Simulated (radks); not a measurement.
Results of a calculation; reference values are marked as such.
Species: Cs+. Configuration: [Xe]. Level of theory: Dirac Kohn-Sham, PBE, spin-unpolarised, spherical densities, finite nucleus; Fermi nuclear charge, rms radius 4.7859 fm (a radial shooting solver on a logarithmic mesh with Libxc functionals).

Normalised radial functions P(r) = r R(r) (large component), r in bohr:

r,5p1/2,5p3/2
0.0009108,0.0012,0.0003
0.001052,0.0015,0.0004
0.001205,0.0017,0.0005
0.001392,0.0021,0.0006
0.001607,0.0025,0.0008
0.001856,0.0030,0.0011
0.002127,0.0036,0.0014
0.002456,0.0043,0.0019
0.002836,0.0053,0.0025
0.00325,0.0064,0.0032
0.003753,0.0079,0.0042
0.004334,0.0097,0.0055
0.005006,0.0120,0.0071
0.005735,0.0146,0.0091
0.006623,0.0181,0.0118
0.007649,0.0224,0.0152
0.008763,0.0273,0.0192
0.01012,0.0337,0.0245
0.01169,0.0414,0.0311
0.0135,0.0506,0.0392
0.01546,0.0609,0.0484
0.01786,0.0735,0.0599
0.02063,0.0880,0.0734
0.02363,0.1031,0.0878
0.02729,0.1202,0.1047
0.03152,0.1378,0.1225
0.0364,0.1545,0.1402
0.0417,0.1679,0.1555
0.04816,0.1773,0.1680
0.05562,0.1790,0.1740
0.06372,0.1706,0.1708
0.07359,0.1482,0.1550
0.08499,0.1097,0.1236
0.09815,0.0545,0.0753
0.1125,-0.0110,0.0152
0.1299,-0.0890,-0.0594
0.15,-0.1661,-0.1369
0.1718,-0.2260,-0.2015
0.1984,-0.2611,-0.2463
0.2292,-0.2533,-0.2526
0.2647,-0.1940,-0.2096
0.3032,-0.0920,-0.1224
0.3502,0.0514,0.0097
0.4045,0.2048,0.1597
0.4634,0.3272,0.2882
0.5351,0.3988,0.3762
0.618,0.3837,0.3854
0.7138,0.2731,0.3019
0.8177,0.0929,0.1449
0.9444,-0.1464,-0.0777
1.091,-0.3929,-0.3192
1.25,-0.5941,-0.5266
1.443,-0.7427,-0.6918
1.667,-0.8079,-0.7796
1.925,-0.7884,-0.7839
2.205,-0.7055,-0.7203
2.547,-0.5743,-0.6030
2.941,-0.4274,-0.4621
3.37,-0.2975,-0.3313
3.891,-0.1849,-0.2131
4.494,-0.1034,-0.1238
5.19,-0.0512,-0.0639
5.946,-0.0231,-0.0302
6.867,-0.0086,-0.0118

5p1/2: eigenvalue -19.804 eV, 3 radial nodes at r = 0.110, 0.333, 0.867 bohr, <r> = 2.01 bohr, 90 % of the charge inside 2.96 bohr. 5p3/2: eigenvalue -18.156 eV, 3 radial nodes at r = 0.116, 0.347, 0.901 bohr, <r> = 2.10 bohr, 90 % of the charge inside 3.10 bohr.
